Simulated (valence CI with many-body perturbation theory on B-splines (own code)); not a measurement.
Values are calculated unless marked as measured or tabulated.
# Bi LXI: what the settings do

Level of theory: valence CI with perturbative core correlation (CI+MBPT): five valence electrons over a frozen Dirac-Fock core [Ar], a basis of 6 s, 6 p, 5 d, 5 f, 1 g functions for each j, with the one-electron correlation potential Σ1 (screened to all orders), the two-electron term Σ2, the three-electron term Σ3, Breit, model QED; selected single and double excitations, second order for the rest, scaled by the run's own slope (own B-spline code, finite nucleus).

No measured spectrum was set against this ion. As an estimate, large intervals hold to a few tenths of a per cent, small ones and those within an open d or f shell to about a per cent. Among the levels kept, up to 420 cm⁻¹ of a level comes from second order outside the variational space, and about a tenth of that is noise between levels of different J, which matters for small intervals. Only levels of the ground parity were solved; by the run's estimate the other parity begins above the list, which can be wrong where configurations are misplaced.

The reference run has the lowest level (3d3/2^4 3d5/2) J=5/2 and an ionisation energy of 6358.39 eV. Its largest variational space holds 9996 state functions.

Levels are named by their leading jj configuration (3d3/2^4 stands for four electrons in 3d with j = 3/2), which in mixed levels can hold well under half, so a name can repeat and another be missing. Letters in brackets count levels of one name in rising energy.

Changed runs:
A. factor on the speed of light 1 → 10; QED terms on → off
B. QED terms on → off
C. selection threshold (hartree) 2e-08 → 2e-07; Breit term on → off
D. size limit of the variational space 10000 → 300; second order for the rest on → off (bad on purpose)

Excitation energies of the reference run in cm⁻¹, and shifts in cm⁻¹:

| Level | Reference | B | C | D |
| --- | --- | --- | --- | --- |
| (3d3/2^3 3d5/2^2) J=5/2 [a] | 871786 | -2577 | +19574 | +839 |
| (3d3/2^3 3d5/2^2) J=7/2 [a] | 975245 | -2559 | +28317 | +145 |
| (3d3/2^3 3d5/2^2) J=11/2 | 982711 | -2563 | +46312 | -2374 |
| (3d3/2^3 3d5/2^2) J=3/2 [a] | 996805 | -2563 | +17163 | -1059 |
| (3d3/2^3 3d5/2^2) J=9/2 | 1040490 | -2576 | +35826 | +2017 |
| (3d3/2^3 3d5/2^2) J=5/2 [b] | 1080340 | -2588 | +27885 | +2953 |
| (3d3/2^3 3d5/2^2) J=7/2 [b] | 1119100 | -2572 | +28766 | +1117 |
| (3d3/2^3 3d5/2^2) J=1/2 | 1125790 | -2641 | +20085 | -1780 |
| (3d3/2^3 3d5/2^2) J=3/2 [b] | 1296250 | -2647 | +15550 | +831 |
| (3d3/2^2 3d5/2^3) J=5/2 [a] | 1835830 | -5119 | +38612 | -2357 |
| (3d3/2^2 3d5/2^3) J=11/2 | 1917760 | -5140 | +65492 | -1751 |
| (3d3/2^2 3d5/2^3) J=7/2 [a] | 1919010 | -5140 | +48372 | -1041 |
| Ionisation energy (eV) | 6358.39 | -0.046 | +3.27 | -1.84 |

Run A ends with another lowest level, (3d3/2^2 3d5/2^3) J=5/2, and an ionisation energy of 6403.47 eV.
